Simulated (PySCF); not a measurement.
## Heteronuclear NMR

Molfile (atoms numbered from 1):
```
C3H7N2PSi
     RDKit          3D

 14 14  0  0  0  0  0  0  0  0999 V2000
    2.6138   -0.3600    0.1369 C   0  0  0  0  0  0  0  0  0  0  0  0
    1.2502    0.2383    0.1205 C   0  0  0  0  0  0  0  0  0  0  0  0
    0.2022   -0.5133   -0.0557 N   0  0  0  0  0  0  0  0  0  0  0  0
   -0.9268    0.1966   -0.0408 N   0  0  0  0  0  0  0  0  0  0  0  0
   -2.3803   -0.7672   -0.2753 Si  0  0  0  0  0  4  0  0  0  0  0  0
   -0.7541    1.5205    0.1496 C   0  0  0  0  0  0  0  0  0  0  0  0
    0.8884    1.9734    0.3277 P   0  0  0  0  0  0  0  0  0  0  0  0
    3.2273    0.0798   -0.6484 H   0  0  0  0  0  0  0  0  0  0  0  0
    2.5430   -1.4336   -0.0189 H   0  0  0  0  0  0  0  0  0  0  0  0
    3.0992   -0.1640    1.0922 H   0  0  0  0  0  0  0  0  0  0  0  0
   -2.2511   -1.3963   -1.5849 H   0  0  0  0  0  0  0  0  0  0  0  0
   -2.4169   -1.7303    0.8193 H   0  0  0  0  0  0  0  0  0  0  0  0
   -3.4729    0.2024   -0.2162 H   0  0  0  0  0  0  0  0  0  0  0  0
   -1.6227    2.1532    0.1720 H   0  0  0  0  0  0  0  0  0  0  0  0
  1  2  1  0
  2  3  2  0
  3  4  1  0
  4  5  1  0
  4  6  1  0
  6  7  2  0
  7  2  1  0
  1  8  1  0
  1  9  1  0
  1 10  1  0
  5 11  1  0
  5 12  1  0
  5 13  1  0
  6 14  1  0
M  END
```

Calculated, not measured (PySCF): GFN2-xTB geometry, shieldings: GIAO PBE0/pcSseg-1. Averaged over atoms made equivalent by symmetry, fast rotation or ring inversion, one computed conformer, no solvent model, non-relativistic.

Question: Where does $^{31}$P resonate?

Answer: 
| atoms | environment | σ (ppm) | δ (ppm) |
| --- | --- | --- | --- |
| P7 | phosphorus bonded to 2 C, in a 5-membered ring | 206.2 | 99.3 |

Shieldings were converted by a linear fit to measured shifts: $^{31}$P (scatter 18.1 ppm rms vs H3PO4, solution or neat liquid). A few per cent of atoms miss by over 2 rms, more outside the fitted compound classes.

On a 600 MHz spectrometer $^{31}$P resonates near 242.9 MHz, so 1 ppm is 242.9 Hz.

Question: Where does $^{29}$Si resonate?

Answer: 
```csv
atoms,environment,σ (ppm),δ (ppm)
Si5,"silicon bonded to N, 3 H",396.4,-45.9
```

Shieldings were converted by a linear fit to measured shifts: $^{29}$Si: δ = 279.94 − 0.822σ (rms 8.9 ppm, 72 shifts, 25.8 ppm with the 6 outliers that the fit left out vs TMS, solution or neat liquid). A few per cent of atoms miss by over 2 rms, more outside the fitted compound classes.

On a 500 MHz spectrometer $^{29}$Si resonates near 99.3 MHz, so 1 ppm is 99.3 Hz.

Question: Predict the $^{15}$N NMR data.

Answer: 
```tsv
atoms	environment	σ (ppm)	δ (ppm)
N3	pyridine-type nitrogen of an azole	-103.4	-52.8
N4	pyrrole-type ring nitrogen	32.3	-177.9
```

Shieldings were converted by a linear fit to measured shifts: $^{15}$N: δ = -148.07 − 0.921σ (rms 6.3 ppm, 71 shifts vs CH3NO2, solution or neat liquid). Occasional misses reach two or three times the rms, and more in compound classes unlike the fitted ones.

On a 400 MHz spectrometer $^{15}$N resonates near 40.5 MHz, so 1 ppm is 40.5 Hz.
